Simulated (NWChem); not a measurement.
SiSH cation, singlet; SMILES [Si]=[SH+]

```xyz
3

Si     0.0209    -1.1328     0.0000
S      0.0633     0.9322     0.0000
H     -1.3051     0.9441     0.0000
```
Atoms are numbered in this order, from 1.

Low-valent species are run as closed-shell singlets; no triplet was tried in these runs. Coordinates come from a PBE0/def2-SVP optimisation.

Symmetry labels are those of Cs in the frame above (b1 and b2, or b-type labels, depend on it).

Question: List the 6 lowest vertical singlet excitations from PBE/aug-cc-pVDZ, full TDDFT (NWChem).

Answer: 
```csv
state,energy (eV),oscillator strength,symmetry,leading excitation (squared amplitude)
S1,3.36,0.000,a",HOMO−1 → LUMO (1.00)
S2,3.71,0.017,a',HOMO → LUMO (0.97)
S3,4.50,0.017,a",HOMO → LUMO+1 (0.99)
S4,5.01,0.054,a',HOMO−1 → LUMO+1 (0.87)
S5,6.75,0.021,a',HOMO−2 → LUMO (0.80)
S6,7.13,0.012,a",HOMO−2 → LUMO+1 (0.96)
```
